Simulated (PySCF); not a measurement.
**Electron correlation in Cl³⁺ (chlorine, charge +3)**

[Ne] 3s2 3p2, high-spin 3P determinant. All numbers are calculated (PySCF 2.14, scalar relativity by spin-free X2C-1e, in x2c-QZVPPall). Frozen: 1s2; 12 electrons correlated.

```
  level  correlation energy (mhartree)
   CCSD                        -277.54
    (T)                          -4.04
CCSD(T)                        -281.58
```

Diagnostics: T1 = 0.0052, D1 = 0.0214, largest double amplitude 0.097.

Cost of the coupled-cluster step: about 24 core-seconds, for 12 correlated electrons.

This basis was not built for core-valence correlation, so the inner-shell part is incomplete.
